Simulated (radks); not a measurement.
Question: Mn II, 24 electrons, occupied as [Ar] 3d5 4f1 (not the ground configuration). Method: non-relativistic Kohn-Sham, exchange-only PBE, spin-polarised, spherical densities, point nucleus; open shells are filled with parallel spins first; computed with a radial shooting solver on a logarithmic mesh with Libxc functionals. Some entries of the table are withheld. Estimate them.

orbital,occ.,eigenvalue (eV),<r> (bohr),<1/r> (bohr^-1)
1s down,1,-6387.288,0.06156,24.52
1s up,1,-6387.264,0.06156,24.52
2s up,1,-745.8036,0.2828,5.215
2s down,1,-743.4796,0.2822,5.227
2p up,3,-640.9923,0.2486,5.166
2p down,3,-639.2565,0.2479,5.176
3s up,1,-99.1114,0.8599,1.640
3s down,1,-93.2026,0.8634,1.632
3p up,3,-69.2539,0.9063,1.516
3p down,3,-63.4392,0.9133,1.504
3d up,5,-21.7349,1.137,1.170
3d down,0,-16.4049,1.210,1.123
4s up,0,-16.2491,2.614,(1)
4p up,0,-10.8730,3.132,0.4149
4f up,1,-2.4361,8.704,0.1290

Answer: 
(1) 4s up <1/r> (bohr^-1): 0.4998
